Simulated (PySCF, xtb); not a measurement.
BClH, SMILES Cl[BH] (connectivity only; charge and spin as stated), charge +1, multiplicity 1.

xtb with GFN2-xTB at its own geometry gives an orbital gap of 5.71 eV.

Geometry optimised at TPSSh-D3(BJ)/def2-TZVPD. The multiplicity is an assumed one; other spin states were not compared. The isomer is the one that the SMILES or the coordinates give; other isomers of the formula were not compared.

**Question.** What does M06-2X/def2-TZVPD run with PySCF give? (Estimate from the structure and the level; the computed values follow.)

**Answer.** gap 11.67 eV (levels -19.86 and -8.19 eV).
